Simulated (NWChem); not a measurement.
Molecule: CH$_{4}$Cd; SMILES [CH3][CdH]

All runs: NWChem. Geometry: optimised at PBE0/def2-SVP. def2 effective core potentials on Cd; no spin-orbit coupling. Vertical excitations in the gas phase; the lowest state need not have the same character in each row.

```json
[
 {"level": "PBE/def2-SVPD, full TDDFT", "lowest excitation, singlet (eV)": "5.22", "oscillator strength of that lowest state": "0.000", "lowest state with f > 0.02, singlet (eV)": "6.48", "oscillator strength of that bright state": "0.315", "orbital gap (eV)": "5.14"},
 {"level": "B3LYP/def2-SVPD, full TDDFT", "lowest excitation, singlet (eV)": "5.39", "oscillator strength of that lowest state": "0.000", "lowest state with f > 0.02, singlet (eV)": "6.63", "oscillator strength of that bright state": "0.350", "orbital gap (eV)": "6.42"},
 {"level": "LDA (Slater exchange, VWN5)/def2-SVPD, full TDDFT", "lowest excitation, singlet (eV)": "5.22", "oscillator strength of that lowest state": "0.000", "lowest state with f > 0.02, singlet (eV)": "6.61", "oscillator strength of that bright state": "?", "orbital gap (eV)": "5.11"},
 {"level": "BHandHLYP/def2-SVPD, full TDDFT", "lowest excitation, singlet (eV)": "5.75", "oscillator strength of that lowest state": "0.000", "lowest state with f > 0.02, singlet (eV)": "6.90", "oscillator strength of that bright state": "0.371", "orbital gap (eV)": "8.43"}
]
```

Problem. Fill in the missing entries.

Solution. 
- LDA (Slater exchange, VWN5)/def2-SVPD, full TDDFT, oscillator strength of that bright state: 0.342
